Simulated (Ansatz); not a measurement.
Born–Oppenheimer molecular dynamics of AlFH₄OSi (8 atoms, charge 0, multiplicity 1). It starts from a relaxed structure.

Level of theory: RKS LDA/def2-SVP (Ansatz).

```json
{"ensemble": "NVT, Langevin thermostat", "time step": "1 fs", "steps asked": "166", "set temperature": "200 K", "friction": "0.001 /fs", "seed": "836800"}
```

First frame:

```xyz
8
Properties=species:S:1:pos:R:3
Al 0.126 0.018 0.119
H 0.643 0.232 1.592
F 1.074 0.501 -1.151
O -1.363 -0.688 -0.213
Si -2.752 -1.351 -0.808
H -3.129 -2.557 0.011
H -3.869 -0.342 -0.735
H -2.570 -1.774 -2.243
```

(1) How far do the bonds stretch over the last three quarters of this one trajectory? (Pairs bonded in most of those frames.)

Results:

(1) 
| bond | mean (Å) | spread (Å) | shortest | longest |
| --- | --- | --- | --- | --- |
| Al1–H2 | 1.576 | 0.015 | 1.54 | 1.60 |
| Al1–F3 | 1.658 | 0.015 | 1.63 | 1.68 |
| Al1–O4 | 1.687 | 0.018 | 1.66 | 1.72 |
| O4–Si5 | 1.656 | 0.015 | 1.63 | 1.68 |
| Si5–H6 | 1.507 | 0.016 | 1.48 | 1.53 |
| Si5–H7 | 1.506 | 0.008 | 1.48 | 1.53 |
| Si5–H8 | 1.509 | 0.013 | 1.48 | 1.53 |

Mean temperature of the second half: 142 K. The mean temperature of the second half is 29 % below the set value. A run of 0.17 ps of so small a system gives no equilibrium averages.

The run took 2.1 min on 2 threads of Arm Neoverse V1 (shared host), peak memory 0.11 GiB.
